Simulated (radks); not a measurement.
Values are calculated unless marked as measured or tabulated.
How relativity changes the ionisation of neutral krypton ([Kr]) to Kr+ ([Ar] 3d10 4s2 4p5). Spin-unpolarised spherical Kohn-Sham, PBE, point nucleus unless stated (finite: rms radius 4.1884 fm), a radial shooting solver on a logarithmic mesh with Libxc functionals. A level marked "c x" has the speed of light scaled by that factor and shares open shells by 2j + 1; other Dirac levels either fill j = l - 1/2 first or share by 2j + 1.

| level | E(Kr) (hartree) | E(Kr+) (hartree) | IE (eV) | HOMO | <r> HOMO (bohr) |
|---|---|---|---|---|---|
| non-rel. | -2753.41611 | -2752.89009 | 14.314 | 4p | 1.952 |
| scalar-rel. | -2790.26526 | -2789.74015 | 14.289 | 4p | 1.946 |
| scalar-rel., finite nucleus | -2790.24145 | -2789.71634 | 14.289 | 4p | 1.946 |
| Dirac, 2j+1 shares | -2790.47967 | -2789.95429 | 14.296 | 4p3/2 | 1.962 |
| Dirac, low j first | -2790.47967 | -2789.96307 | 14.057 | 4p3/2 | 1.962 |
| Dirac, 2j+1 shares, finite nucleus | -2790.45584 | -2789.93045 | 14.296 | 4p3/2 | 1.962 |
| Dirac, c x 0.85 | -2805.41617 | -2804.89093 | 14.293 | 4p3/2 | 1.966 |
| Dirac, c x 2 | -2762.44709 | -2761.92126 | 14.308 | 4p3/2 | 1.954 |
| Dirac, c x 10 | -2753.77447 | -2753.24846 | 14.313 | 4p3/2 | 1.952 |

NIST Atomic Spectra Database: 14.000 eV (measured). The relativistic part of the total energy of Kr is -37.04 hartree (Dirac, 2j+1 shares, finite nucleus), 1.3 % of the non-relativistic value. Spin polarisation and multiplet splitting of open shells are left out at every level.

Beside tabulated values, note that spin-unpolarised runs miss the spin-polarisation part of the exchange energy of open shells.
